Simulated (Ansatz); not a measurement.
Two structures, one formula

The two ends of one reaction step of Si2NH7S, singlet (PBE0-D4/def2-TZVP).

A:

Si1  (-0.048, 0.366, -0.477)
N2  (1.233, 1.226, 0.273)
S3  (0.472, -1.029, -2.036)
H4  (0.905, -0.096, -2.901)
H5  (-0.928, 1.410, -1.063)
Si6  (-1.128, -0.952, 1.128)
H7  (1.594, 2.063, -0.155)
H8  (1.959, 0.730, 0.765)
H9  (-0.116, -1.759, 1.864)
H10  (-2.106, -1.877, 0.497)
H11  (-1.838, -0.083, 2.104)
(Å)

B:

```xyz
11
angstrom
Si -0.3637 0.0227 -0.9515
N 1.2972 0.8925 -0.3405
S 0.2152 -1.1706 -2.4253
H 1.7083 1.3123 -1.1721
H -1.0841 1.3153 -1.1898
Si -1.1096 -0.8775 1.0878
H 1.2105 1.5962 0.3897
H 1.9340 0.1598 -0.0360
H -0.1196 -1.8710 1.5910
H -2.4214 -1.5497 0.9031
H -1.2669 0.1701 2.1436
```

Ansatz 0.2.0; basis: def2-TZVPP; cores frozen in the correlated methods. B3LYP uses VWN-RPA correlation.

**Question.** Which structure is lower at CCSD(T), and by how much? (Judge from chemistry; the value comes from the calculation.)

**Answer.** By the calculation: A, by 11.68 kcal/mol (electronic energy, against the other). By their contacts, A is Si₂NH₇S ([NH2][SiH]([SiH3])[SH]) and B is Si₂NH₇S ([NH3][SiH]([SiH3])[S]).

All methods give the same order:

```json
{"method": "SPW92", "E(B) − E(A) (kcal/mol)": "9.81"}
{"method": "PBE-D4", "E(B) − E(A) (kcal/mol)": "9.84"}
{"method": "BLYP-D4", "E(B) − E(A) (kcal/mol)": "11.20"}
{"method": "r2SCAN-D4", "E(B) − E(A) (kcal/mol)": "10.48"}
{"method": "B97M-V", "E(B) − E(A) (kcal/mol)": "9.36"}
{"method": "PBE0-D4", "E(B) − E(A) (kcal/mol)": "10.70"}
{"method": "B3LYP-D4", "E(B) − E(A) (kcal/mol)": "11.92"}
{"method": "r2SCAN0-D4", "E(B) − E(A) (kcal/mol)": "11.02"}
{"method": "BHLYP-D4", "E(B) − E(A) (kcal/mol)": "12.86"}
{"method": "CAM-B3LYP-D4", "E(B) − E(A) (kcal/mol)": "13.27"}
{"method": "wB97X-V", "E(B) − E(A) (kcal/mol)": "12.91"}
{"method": "wB97M-V", "E(B) − E(A) (kcal/mol)": "11.94"}
{"method": "B2PLYP", "E(B) − E(A) (kcal/mol)": "11.63"}
{"method": "PBE-QIDH", "E(B) − E(A) (kcal/mol)": "11.08"}
{"method": "RPA on PBE", "E(B) − E(A) (kcal/mol)": "12.52"}
{"method": "HF", "E(B) − E(A) (kcal/mol)": "13.71"}
{"method": "MP2", "E(B) − E(A) (kcal/mol)": "10.88"}
{"method": "CCSD", "E(B) − E(A) (kcal/mol)": "12.50"}
{"method": "CCSD(T)", "E(B) − E(A) (kcal/mol)": "11.68"}
```

T1 diagnostic: at most 0.014.

Labels in which every atom is bracketed show which atoms are joined, not bond orders.

For scale, one of the runs: CCSD(T)/def2-TZVPP, 255 basis functions, launched by `ansatz run in.yaml --threads 4 --pin off --events-out ev --progress --plain --max-ram 9574MiB`. Hardware: 4 CPU threads of an Arm Neoverse V2, shared host. Wall time 100 s; peak host memory 5.1 GiB.
